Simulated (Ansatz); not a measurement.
Molecule: HTe, charge 1, multiplicity 3. SMILES: [TeH+]

Atoms: Te1, H2. Bonds: Te1-H2.

Bond lengths (Å) and angles (degrees) optimised at HF/STO-3G with Ansatz (a quantum-chemistry and plane-wave program); B3LYP/LANL2DZ with Ansatz; B3LYP/6-31G* with LANL2DZ past Ar with Ansatz, each started from the B3LYP-D3(BJ)/def2-TZVP structure (Ansatz) of the last column. A row stands for all coordinates that are equal there. 6-31G* holds six Cartesian d functions.

| coordinate | HF/STO-3G | B3LYP/LANL2DZ | B3LYP/6-31G* with LANL2DZ past Ar | B3LYP-D3(BJ)/def2-TZVP |
|---|---|---|---|---|
| Te1-H2 | 1.666 | 1.684 | 1.684 | 1.675 |

Mean signed difference of all 1 bond lengths from B3LYP-D3(BJ)/def2-TZVP: HF/STO-3G -0.009 Å, B3LYP/LANL2DZ 0.009 Å, B3LYP/6-31G* with LANL2DZ past Ar 0.008 Å.
